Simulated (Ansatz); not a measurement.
Molecule: N2H, charge 0, multiplicity 2. SMILES: [N][NH]
Structure (B3LYP-D3(BJ)/def2-TZVP (Ansatz, an electronic-structure program) minimum search):
```xyz
3

N     -0.0579    -0.0320    -0.5110
N     -0.0606    -0.0052     0.6555
H      0.8295     0.2602    -1.0114
```
Charge 0, spin multiplicity 2.

Wanted: atomisation energy, in kcal/mol. Set-up: spin-orbit terms left out; UHF or UKS for open shells; no dispersion term unless named; atomisation electronic, to ground-state atoms; non-relativistic; 6-311+G** with 5d. First-principles rows: single points at B3LYP-D3(BJ) geometries (Ansatz).

```tsv
species	coefficient	E at B3LYP/6-311+G** (Ansatz), Eh	E at PBE/def2-TZVPD (Ansatz), Eh
[N][NH] (N2H)	-1	-110.06742	-109.95770
H atom	+1	-0.50216	-0.49962
N atom	+2	-54.60072	-54.53224
```

 1 Eh = 627.5095 kcal/mol.

Question: Compute it at each level from the table.

Answer: 
- B3LYP/6-311+G**: the sum of coefficient times E is 0.36382 Eh, or 228.30 kcal/mol. Result: 228.3 kcal/mol.
- PBE/def2-TZVPD: the sum of coefficient times E is 0.39360 Eh, or 246.99 kcal/mol. Result: 247.0 kcal/mol.
